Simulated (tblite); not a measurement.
Compound: C3H10BN.
Bonds: B1–N2, N2–C3, C3–C4, C4–C5. Hydrogens: H6, H7 on B1; H8 on N2; H9, H10 on C3; H11, H12 on C4; H13, H14, H15 on C5.

Computed with GFN2-xTB (tblite), gas phase: Langevin dynamics at 300 K from the optimised GFN2-xTB geometry, time step 0.5 fs, friction 0.01 fs⁻¹, 2000 steps.

The start geometry, which sets the zero of energy:
```
atom  x, y, z in Å
B1     -2.650   -0.071   -0.297
N2     -1.473   -0.306    0.377
C3     -0.223    0.407    0.251
C4      0.898   -0.495   -0.275
C5      2.200    0.274   -0.457
H6     -3.570   -0.765   -0.085
H7     -2.702    0.817   -1.061
H8     -1.400   -1.070    1.035
H9      0.073    0.818    1.226
H10    -0.375    1.241   -0.437
H11     1.055   -1.320    0.425
H12     0.585   -0.923   -1.230
H13     2.524    0.706    0.488
H14     2.985   -0.386   -0.819
H15     2.070    1.080   -1.175
```

**Question.** These frames come from the run, each turned onto the start geometry. Order them by potential energy, lowest first.
A.
```
atom  x, y, z in Å
B1     -2.636   -0.153   -0.325
N2     -1.442   -0.262    0.282
C3     -0.241    0.482    0.207
C4      0.877   -0.487   -0.301
C5      2.199    0.229   -0.457
H6     -3.510   -0.894   -0.038
H7     -2.730    0.902   -0.845
H8     -1.294   -1.023    0.919
H9     -0.052    0.863    1.149
H10    -0.325    1.283   -0.515
H11     1.021   -1.234    0.472
H12     0.521   -0.995   -1.207
H13     2.516    0.635    0.499
H14     2.970   -0.463   -0.818
H15     2.123    1.125   -1.055
```
B.
```
atom  x, y, z in Å
B1     -2.712   -0.100   -0.267
N2     -1.442   -0.308    0.255
C3     -0.266    0.515    0.250
C4      0.944   -0.457   -0.239
C5      2.314    0.212   -0.453
H6     -3.463   -0.972   -0.235
H7     -3.043    0.902   -0.835
H8     -1.352   -1.144    0.855
H9      0.010    0.989    1.254
H10    -0.339    1.405   -0.337
H11     1.092   -1.299    0.434
H12     0.405   -0.852   -1.175
H13     2.615    0.788    0.376
H14     3.042   -0.588   -0.653
H15     2.191    0.919   -1.262
```
C.
```
atom  x, y, z in Å
B1     -2.656   -0.112   -0.351
N2     -1.525   -0.281    0.434
C3     -0.222    0.396    0.217
C4      0.870   -0.528   -0.322
C5      2.153    0.265   -0.411
H6     -3.671   -0.623    0.051
H7     -2.621    0.587   -1.287
H8     -1.404   -0.977    1.198
H9      0.150    0.626    1.242
H10    -0.235    1.328   -0.286
H11     1.000   -1.446    0.277
H12     0.548   -0.858   -1.317
H13     2.457    0.854    0.401
H14     3.041   -0.317   -0.726
H15     2.111    1.097   -1.154
```
D.
```
atom  x, y, z in Å
B1     -2.735   -0.026   -0.162
N2     -1.449   -0.340    0.253
C3     -0.239    0.382    0.037
C4      0.939   -0.510   -0.317
C5      2.236    0.278   -0.323
H6     -3.639   -0.697    0.101
H7     -2.902    0.862   -0.858
H8     -1.333   -1.113    0.940
H9      0.086    0.849    0.976
H10    -0.286    1.198   -0.742
H11     1.025   -1.270    0.470
H12     0.783   -1.066   -1.249
H13     2.436    0.582    0.674
H14     2.967   -0.307   -0.868
H15     2.108    1.186   -0.965
```
E.
```
atom  x, y, z in Å
B1     -2.722   -0.144   -0.303
N2     -1.463   -0.323    0.249
C3     -0.277    0.523    0.225
C4      0.865   -0.409   -0.157
C5      2.228    0.209   -0.438
H6     -3.557   -0.867   -0.151
H7     -2.808    0.789   -0.955
H8     -1.289   -1.148    0.794
H9     -0.054    0.881    1.183
H10    -0.220    1.362   -0.532
H11     1.123   -1.029    0.653
H12     0.486   -0.935   -1.016
H13     2.908    0.419    0.384
H14     2.823   -0.495   -1.049
H15     1.952    1.175   -0.921
```

**Answer.** D (0.322 eV), A (0.390 eV), C (0.506 eV), B (0.617 eV), E (0.738 eV).

In the order of the answer:

```
t (fs)  E above start (eV)  largest force (eV/Å)  rms force component (eV/Å)  rms distance from start (Å)  rms bond change (Å)  bond most changed (Å)
   200               0.322                  2.31                       0.604                        0.202                0.021          C3–H10 +0.037
    25               0.390                  2.67                       0.678                        0.121                0.024           C3–H9 -0.064
   900               0.506                  3.00                       0.784                        0.166                0.024          C5–H13 -0.040
   425               0.617                  2.85                       0.803                        0.201                0.036           C3–C4 +0.095
   700               0.738                  1.99                       0.785                        0.241                0.029           B1–H6 -0.056
```

The cost below is that of the whole dynamics run. The run took 20 s on one thread of an Intel Xeon at 2.50 GHz, shared host with 64 logical CPUs at a one-minute load of 60, and the process peaked at 0.18 GiB of memory.
